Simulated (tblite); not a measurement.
Write a Z-matrix for `CC(=O)c1cccpc1` as optimised with GFN2-xTB.

Z-matrix in Å and degrees, rows numbered from 1:
```
C 
C   1  1.5082
O   2  1.2102  1  121.36
C   2  1.4952  1  117.62  3   179.98
C   4  1.3961  2  115.95  1  -179.95
C   5  1.3825  4  123.47  2   179.94
C   6  1.3797  5  123.33  4     0.01
P   7  1.7353  6  125.20  5     0.02
C   4  1.3874  2  122.03  1     0.03
H   1  1.0878  2  110.27  3  -119.96
H   1  1.0871  2  109.01  3    -0.06
H   1  1.0878  2  110.25  3   119.82
H   5  1.0806  4  116.92  2    -0.06
H   6  1.0826  5  118.21  4   180.00
H   7  1.0832  6  118.38  5  -179.98
H   9  1.0818  4  119.14  2     0.07
```

Of the pairs four or more bonds apart, O3···H13 is among the closest relative to their van der Waals radii: 2.34 Å, 86 % of the sum of Bondi's values. P8 (phosphorus bonded to 2 C) is bent (angle 100.1°). The 9 heavy atoms lie in one plane (0.001 Å rms). The 6-membered ring C4–C5–C6–C7–P8–C9 has internal angles of 100.1° to 125.8°; it is planar, 0.00 Å rms from its mean plane, widest ring torsion 0°.

Computed geometry: GFN2-xTB, gas phase.

Point group: Cs (tolerance 0.08 Å). Its lowest GFN2-xTB frequency is 18i cm⁻¹, too small to tell a flat minimum from a shallow saddle. One conformer, not necessarily the lowest (C1–C2–C4–C5 180°).
